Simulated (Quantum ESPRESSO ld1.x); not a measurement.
Problem. Radial electron density D(r) = 4 pi r^2 rho(r) of an atom or ion with 42 electrons. Method: non-relativistic Kohn-Sham, LDA (Slater exchange, VWN5 correlation), spin-polarised, spherical densities, point nucleus; computed with ld1.x of Quantum ESPRESSO 7.5.

r (bohr),D(r) (e/bohr),spin D(r)
0.001452,1.479,-0.0000329
0.001891,2.411,-0.0000537
0.002462,3.884,-0.0000864
0.003206,6.159,-0.000137
0.004208,9.697,-0.000216
0.00548,14.67,-0.000326
0.007136,21.44,-0.000477
0.009291,29.98,-0.000668
0.0121,39.61,-0.000887
0.01575,48.68,-0.00111
0.02051,54.77,-0.00128
0.02671,55.75,-0.00133
0.03478,52.07,-0.000840
0.04565,48.38,0.00217
0.05945,51.61,0.0144
0.07741,62.40,0.0546
0.1008,70.68,0.159
0.1312,65.00,0.366
0.1709,51.11,0.657
0.2225,47.98,0.862
0.2898,55.37,0.713
0.3773,50.20,0.215
0.4953,28.59,0.0257
0.6449,15.20,0.940
0.8397,15.09,2.59
1.093,14.10,3.46
1.424,8.286,2.78
1.854,3.154,1.42
2.414,0.8037,0.440
3.144,0.1261,0.0738
4.093,0.009913,0.00558

What is the nuclear charge?

Solution. Z = 45. The innermost maximum, from 1s, lies near 1/Z = 0.0222 bohr (found: 0.0245), and its height grows with Z. The density is that of the rhodium ion Rh3+ in [Kr] 4d6; the configuration itself is not fixed sharply by these data, and Z only to a few units. D(r) has 4 maxima, at r = 0.0245, 0.105, 0.311, 0.924 bohr, and minima at 0.0475, 0.204, 0.716 bohr, inside which lie 2.04, 11.21, 29.05 electrons.
